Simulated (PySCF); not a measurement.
**InMe3: computed shieldings and shifts**

InMe3, C3H9In.

Bonds: In1-C2 2.175 Å, In1-C6 2.175 Å, In1-C10 2.175 Å. C2 carries H3, H4, H5; C6 carries H7, H8, H9; C10 carries H11, H12, H13.

GIAO calculations in PySCF 2.14.0 with density-fitted response routines on the PBE0-D3(BJ)/def2-SVP structure: isolated species, scalar relativity only through the core potential, equivalent atoms averaged; basis pcSseg-1 (def2-TZVP on In).

Problem. Give the isotropic shieldings (ppm) with B3LYP, PBE0.

Solution. 
```csv
atoms,environment,B3LYP,PBE0
C2/C6/C10,"carbon bonded to In, 3 H",180.5,187.1
H3/H4/H5/H7/H8/H9/H11/H12/H13,hydrogen on a carbon bonded to In,31.20,31.14
HOMO–LUMO gap (eV),–,5.63,6.15
```

Problem. And the chemical shifts, against references computed in the same way?

Solution. 
```tsv
atoms	nucleus, reference	B3LYP	PBE0
C2/C6/C10	13C, TMS	-1.3	-2.7
H3/H4/H5/H7/H8/H9/H11/H12/H13	1H, TMS	0.18	0.13
```

Problem. Which part of the shielding of C2/C6/C10 depends on the functional?

Solution. Diamagnetic: B3LYP 250, PBE0 251 ppm; paramagnetic: B3LYP -70, PBE0 -64 ppm. The diamagnetic part, set mainly by inner electrons, hardly moves; the paramagnetic part goes with low-lying magnetically allowed excitations and carries the spread.

In is described by an effective core potential, so it has no shielding of its own here; spin–orbit effects on the atoms bonded to it, which can be large, are absent, and the values of these neighbours are rough.
